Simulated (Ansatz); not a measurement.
## Ansatz (development build ahead of 0.2.0) run

```yaml
crystal:
  periodic: [false, false, false]
  atoms:
    - { symbol: Ni, position_ang: [0.0, 0.0, 0.0] }
    - { symbol: B, position_ang: [0.0, 2.0378, 1.4269] }
    - { symbol: P, position_ang: [0.0, -2.2631, 1.5847] }
basis:
  gaussian: { orbitals: pcseg-2 }
magnetization:
  spin_polarized: true
  initial_magnetization: 2
hamiltonian:
  xc: { name: wB97X }
```

The input is written out in the form of the current development build from the run's settings.

Output:

```json
{"Converged": "yes", "Total energy": "-1874.33752 hartree", "Spin squared of the determinant": "3.032", "Stability test": "minimum"}
```

Caution: another spin multiplicity may lie lower; the unrestricted determinant is a mixture of spin states.
